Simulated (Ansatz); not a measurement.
Ansatz (an electronic-structure program) input (CCSD(T)/3-21G): A basis named .json is the Basis Set Exchange file of that set (core-valence sets with the plain set on hydrogen).

Ansatz 0.2 input:
```yaml
crystal:
  periodic: [false, false, false]
  atoms:
    - {symbol: C, position_ang: [0.00000000, 0.00000000, 0.00000000]}
basis:
  gaussian:
    orbitals: 3-21G.json
magnetization: {spin_polarized: true, initial_magnetization: 2}
correlation: {method: ccsd_t, electrons: outside_noble_gas}
scf: {lower_state_search: full}
```

Output:

```
Functional definition: HF
integrals: 0.00 GiB planned
38 factors; integrals over basis functions are off by at most 1.1e-4 eV
mean field: 0.03 GiB planned
mean field evaluation 1: about -1019.7341 eV, gradient 4.9e0 eV
mean field evaluation 2: about -1019.7347 eV, gradient 4.9e0 eV
mean field evaluation 4: about -1019.9117 eV, gradient 1.9e-1 eV
mean field evaluation 8: about -1019.9119 eV, gradient 6.3e-5 eV
mean field evaluation 16: about -1019.9119 eV, gradient 4.1e-3 eV
mean field evaluation 32: about -1019.9119 eV, gradient 4.7e-5 eV
mean field evaluation 64: about -1019.9080 eV, gradient 5.2e-1 eV
mean field -1019.91186788 eV, -37.4810698237 hartree, gradient 1.1e-6 eV, S^2 2.000971; 7 other end points of the search recorded, 0 dependent functions left out
1 core orbitals not correlated
reference -1019.91186788 eV, -37.4810698237 hartree; 3, 1 occupied and 5, 7 virtual orbitals, 38 factors
second order -0.64255147 eV of doubles, -0.00000000 eV of singles
coupled cluster: 0.03 GiB planned
cycle   1  -0.84283735 eV  change   -2.0e-1 eV  update   3.9e-2
cycle   2  -0.97894763 eV  change   -1.4e-1 eV  update   1.9e-2
cycle   3  -0.98152089 eV  change   -2.6e-3 eV  update   2.4e-3
cycle   4  -0.98207554 eV  change   -5.5e-4 eV  update   2.7e-4
cycle   5  -0.98172223 eV  change    3.5e-4 eV  update   4.2e-5
cycle   6  -0.98182922 eV  change   -1.1e-4 eV  update   1.3e-5
cycle   7  -0.98181631 eV  change    1.3e-5 eV  update   1.7e-6
cycle   8  -0.98181775 eV  change   -1.4e-6 eV  update   2.4e-7
perturbative correction -0.00824614 eV, -0.0003030401 hartree
Total energy: -1020.90193177 eV, -37.5174540005 hartree
```
